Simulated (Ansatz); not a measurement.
`O=P(O)(O)CCCCCCCCCCCOc1ccccc1`. Charge 0, multiplicity 1. Geometry r2SCAN-D4/def2-SVP, basis def2-TZVP, Ansatz.

| run | HOMO (eV) | LUMO (eV) |
| --- | --- | --- |
| A | -6.25 | -0.16 |
| B | -5.05 | -0.89 |
| C | -5.22 | -1.05 |
| D | -5.39 | -0.88 |
| E | -7.45 | 0.91 |
| F | -8.38 | 1.91 |

Single mean-field runs in def2-TZVP are fitted with def2-universal-jkfit.

Problem. The runs used BLYP, CAM-B3LYP, PBE, PBE0, r2SCAN, ωB97X-V. Estimate which is which.

Solution. A PBE0 (25 % exact exchange); B BLYP (0 % exact exchange); C PBE (0 % exact exchange); D r2SCAN (0 % exact exchange); E CAM-B3LYP (range-separated); F ωB97X-V (range-separated). Exact exchange lowers occupied and raises empty levels; among semilocal functionals meta-GGAs tend to open the gap a little, and such runs are hard to tell apart. The gap grows from 4.16 eV (BLYP) to 10.29 eV (ωB97X-V).
